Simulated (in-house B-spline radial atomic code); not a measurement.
A radial electron density 4πr²n(r) was computed for an atom or ion in its tabulated ground configuration with an all-electron radial atomic-structure program (B-spline basis); method: non-relativistic B97-1, spin-polarised, spherical fractional occupations, exact exchange averaged over the configuration. Columns: r (bohr), 4πr²n(r) (electrons per bohr), bar.

```
 0.00146    1.498 #
 0.00179    2.186 #
 0.00218     3.13 ##
 0.00266    4.463 ###
 0.00324    6.285 ####
 0.00396      8.8 ######
 0.00483    12.11 ########
 0.00589    16.37 ##########
 0.00718    21.67 ##############
 0.00876       28 ##################
  0.0107    35.14 ######################
   0.013     42.3 ###########################
  0.0159    49.04 ###############################
  0.0194    53.92 ##################################
  0.0237    56.04 ###################################
  0.0289    55.02 ###################################
  0.0352    51.83 #################################
   0.043    48.74 ###############################
  0.0524    48.87 ###############################
  0.0639    54.02 ##################################
   0.078    62.77 ########################################
  0.0951    69.87 ############################################
   0.116    69.65 ############################################
   0.142    60.91 ######################################
   0.173    50.59 ################################
   0.211    47.24 ##############################
   0.257    52.14 #################################
   0.313    56.16 ###################################
   0.382    49.56 ###############################
   0.467    33.45 #####################
   0.569    19.32 ############
   0.694    14.26 #########
   0.847    15.22 ##########
    1.03    15.24 ##########
    1.26    11.85 #######
    1.54    7.158 #####
    1.88    3.526 ##
    2.29    1.472 #
    2.79   0.5098 
     3.4   0.1379 
    4.15  0.02611 
    5.07 0.003091
```

Q: Which atom or ion is it?
A. Rh3+
B. Ru2+
C. Rh2+
D. Rh+

A: C. The area under the curve, ∫4πr²n dr = ∫r·4πr²n d(ln r) on this logarithmic grid, is 43 electrons, which only this option has. The configuration is [Kr] 4d7.
